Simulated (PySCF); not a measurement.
B(F)(OH)(OSiH3) (BFH4O2Si), SMILES B(O[SiH3])(F)O.

Coordinates come from a B3LYP-D3(BJ)/def2-SVP optimisation. The structure was generated by enumeration, and PubChem lists no compound with its InChIKey, so it may never have been made. Other conformers were not sampled.

Calculation: PySCF 2.14.0 with B3LYP-D3(BJ)/def2-SVP.

Frequencies are harmonic and unscaled.

```json
[
 {"mode": "1", "ν (cm⁻¹)": "73", "IR (km/mol)": "0.0", "Raman (Å⁴/amu)": "0.0", "depolarisation": "–", "moving atoms (share of kinetic energy)": "H 82 %, O 10 %"},
 {"mode": "2", "ν (cm⁻¹)": "100", "IR (km/mol)": "3.9", "Raman (Å⁴/amu)": "0.8", "depolarisation": "0.75", "moving atoms (share of kinetic energy)": "O 55 %, H 22 %, F 16 %"},
 {"mode": "3", "ν (cm⁻¹)": "107", "IR (km/mol)": "2.4", "Raman (Å⁴/amu)": "0.0", "depolarisation": "–", "moving atoms (share of kinetic energy)": "O 55 %, Si 25 %, H 13 %"},
 {"mode": "4", "ν (cm⁻¹)": "402", "IR (km/mol)": "20.8", "Raman (Å⁴/amu)": "1.6", "depolarisation": "0.55", "moving atoms (share of kinetic energy)": "F 49 %, Si 23 %, O 18 %"},
 {"mode": "5", "ν (cm⁻¹)": "472", "IR (km/mol)": "14.5", "Raman (Å⁴/amu)": "1.5", "depolarisation": "0.47", "moving atoms (share of kinetic energy)": "O 43 %, F 27 %, H 17 %, B 10 %"},
 {"mode": "6", "ν (cm⁻¹)": "522", "IR (km/mol)": "107.2", "Raman (Å⁴/amu)": "1.8", "depolarisation": "0.75", "moving atoms (share of kinetic energy)": "H 90 %, O 8 %"},
 {"mode": "7", "ν (cm⁻¹)": "677", "IR (km/mol)": "29.8", "Raman (Å⁴/amu)": "4.9", "depolarisation": "0.75", "moving atoms (share of kinetic energy)": "B 69 %, H 17 %"},
 {"mode": "8", "ν (cm⁻¹)": "704", "IR (km/mol)": "23.6", "Raman (Å⁴/amu)": "8.1", "depolarisation": "0.40", "moving atoms (share of kinetic energy)": "H 47 %, O 24 %, Si 14 %, F 10 %"},
 {"mode": "9", "ν (cm⁻¹)": "736", "IR (km/mol)": "101.0", "Raman (Å⁴/amu)": "10.0", "depolarisation": "0.75", "moving atoms (share of kinetic energy)": "H 68 %, O 13 %, B 12 %"},
 {"mode": "10", "ν (cm⁻¹)": "764", "IR (km/mol)": "66.8", "Raman (Å⁴/amu)": "9.9", "depolarisation": "0.37", "moving atoms (share of kinetic energy)": "H 43 %, O 42 %, Si 13 %"},
 {"mode": "11", "ν (cm⁻¹)": "956", "IR (km/mol)": "77.9", "Raman (Å⁴/amu)": "19.1", "depolarisation": "0.74", "moving atoms (share of kinetic energy)": "H 96 %"},
 {"mode": "12", "ν (cm⁻¹)": "957", "IR (km/mol)": "84.5", "Raman (Å⁴/amu)": "23.7", "depolarisation": "0.75", "moving atoms (share of kinetic energy)": "H 96 %"},
 {"mode": "13", "ν (cm⁻¹)": "973", "IR (km/mol)": "199.7", "Raman (Å⁴/amu)": "6.4", "depolarisation": "0.73", "moving atoms (share of kinetic energy)": "H 70 %, O 15 %, F 10 %"},
 {"mode": "14", "ν (cm⁻¹)": "1003", "IR (km/mol)": "229.8", "Raman (Å⁴/amu)": "9.7", "depolarisation": "0.74", "moving atoms (share of kinetic energy)": "H 59 %, O 19 %, Si 11 %, F 10 %"},
 {"mode": "15", "ν (cm⁻¹)": "1040", "IR (km/mol)": "74.9", "Raman (Å⁴/amu)": "3.4", "depolarisation": "0.74", "moving atoms (share of kinetic energy)": "O 52 %, H 36 %"},
 {"mode": "16", "ν (cm⁻¹)": "1428", "IR (km/mol)": "425.6", "Raman (Å⁴/amu)": "0.6", "depolarisation": "0.11", "moving atoms (share of kinetic energy)": "B 74 %, O 15 %, F 11 %"},
 {"mode": "17", "ν (cm⁻¹)": "1497", "IR (km/mol)": "722.3", "Raman (Å⁴/amu)": "1.5", "depolarisation": "0.05", "moving atoms (share of kinetic energy)": "B 69 %, O 25 %"},
 {"mode": "18", "ν (cm⁻¹)": "2240", "IR (km/mol)": "72.7", "Raman (Å⁴/amu)": "171.3", "depolarisation": "0.08", "moving atoms (share of kinetic energy)": "H 98 %"},
 {"mode": "19", "ν (cm⁻¹)": "2242", "IR (km/mol)": "140.8", "Raman (Å⁴/amu)": "66.2", "depolarisation": "0.75", "moving atoms (share of kinetic energy)": "H 96 %"},
 {"mode": "20", "ν (cm⁻¹)": "2261", "IR (km/mol)": "110.9", "Raman (Å⁴/amu)": "129.0", "depolarisation": "0.25", "moving atoms (share of kinetic energy)": "H 97 %"},
 {"mode": "21", "ν (cm⁻¹)": "3864", "IR (km/mol)": "99.5", "Raman (Å⁴/amu)": "105.1", "depolarisation": "0.29", "moving atoms (share of kinetic energy)": "H 94 %"}
]
```
